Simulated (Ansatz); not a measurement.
Species: C3H7ClSi, SMILES `[SiH3]C/C=C\Cl` (Si–C–C–C torsion 96°) (charge 0, multiplicity 1).

**Question.** Give a relaxed geometry from CAM-B3LYP-D3(BJ)/def2-TZVP (Ansatz, a quantum-chemistry and plane-wave program).

**Answer.** Several could match; the one computed here: the end point of this relaxation, one of several conformers (outside a Z-matrix the atoms follow the SMILES, hydrogens last).
Bonds (Å): Si1–C2 1.885, Si1–H6 1.480, Si1–H7 1.480, Si1–H8 1.477, C2–C3 1.487, C2–H9 1.092, C2–H10 1.091, C3–C4 1.321, C3–H11 1.085, C4–Cl5 1.732, C4–H12 1.078. Bond angles (°): C2–Si1–H6 109.6, C2–Si1–H7 109.8, C2–Si1–H8 110.1, H6–Si1–H7 108.8, H6–Si1–H8 108.9, H7–Si1–H8 109.5, Si1–C2–C3 111.7, Si1–C2–H9 108.0, Si1–C2–H10 108.2, C3–C2–H9 110.3, C3–C2–H10 110.9, H9–C2–H10 107.6, C2–C3–C4 127.0, C2–C3–H11 117.3, C4–C3–H11 115.7, C3–C4–Cl5 123.5, C3–C4–H12 123.4, Cl5–C4–H12 113.1.
